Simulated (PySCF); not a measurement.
**Cl⁺: interval between two levels**

Cl⁺ [Ne] 3s2 3p4 [3P2, M_J = 2] → Cl⁺ [Ne] 3s1 3p4 4s1 [5P3, M_J = 3], as a difference of total energies. Computed with PySCF 2.14 in x2c-SVPall-2c with one added diffuse shell each of s, p type (5s5p1d, 25 functions), with the two-component X2C-1e Hamiltonian. Correlated levels: [Ne] frozen. "Screened" scales the spin-orbit matrix elements by Boettger's factors to mimic the two-electron term; Breit and QED terms are absent.

```
                    method  interval between two levels (cm⁻¹)
           GHF (spin-free)                              206730
          GMP2 (spin-free)                              207270
 GHF (screened spin-orbit)                              206710
GMP2 (screened spin-orbit)                              207260
```

The labels give the starting determinants; with spin-orbit coupling the two ends relaxed to ⟨J²⟩ = 6.01, ⟨L²⟩ = 2.01, ⟨S²⟩ = 2.00 and ⟨J²⟩ = 12.01, ⟨L²⟩ = 2.00, ⟨S²⟩ = 6.00.

The promoted electron is Rydberg-like, and one or two diffuse shells describe it only roughly, which tends to raise the upper state.
